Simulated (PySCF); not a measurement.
A run for PySCF: R-BP86/6-31G* on MgS, 2S+1 = 1, a spin state set in the input, which need not be the lowest, a point of a bond scan (R = 2.264 Å).

```python
from pyscf import gto, scf, dft, mp
from pyscf.data.elements import chemcore

mol = gto.M(
    atom='''
    Mg    0.00000000    0.00000000    0.00000000
    S     0.00000000    0.00000000    2.26413400
    ''',
    basis='6-31g*',
    cart=True,
    charge=0, spin=0, verbose=3, max_memory=1800)
mf = dft.RKS(mol, xc='b88,p86')
mf.conv_tol = 1e-8
mf.max_cycle = 100
mf.kernel()
if not mf.converged:
    mf = mf.newton().run(mf.mo_coeff, mf.mo_occ)
```

It printed:

```
converged SCF energy = -598.273161262715
```

The calculation finished and met its thresholds.

Cost: around 0.4 core-seconds (rough).
